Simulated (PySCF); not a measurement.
Correlation energy of Xe⁺ (xenon, charge +1)

[Kr] 4d10 5s2 5p5, 2P determinant. Computed with PySCF 2.14 in x2c-SVPall (6s5p3d, 36 functions), with scalar relativity by spin-free X2C-1e. Frozen: [Kr] 4d10; 7 electrons correlated.

MP2 pair energies summed by pair of shells (mhartree):

| pair | energy | share (%) |
| --- | --- | --- |
| 5p-5p | -47.82 | 70.4 |
| 5s-5p | -16.95 | 24.9 |
| 5s-5s | -3.18 | 4.7 |

Total MP2 correlation energy: -67.95 mhartree.

Same-spin part -17.66 and opposite-spin part -50.29 mhartree; SCS-MP2 scales them by 1/3 and 6/5 to -66.23 mhartree.

```tsv
level	correlation energy (mhartree)
CCSD	-79.27
(T)	-0.80
CCSD(T)	-80.07
```

Diagnostics: T1 = 0.0064, D1 = 0.0158, largest double amplitude 0.043.

Cost of the coupled-cluster step: 0.17 s of wall time on 1 thread of Neoverse-N1 (shared host), for 7 correlated electrons.
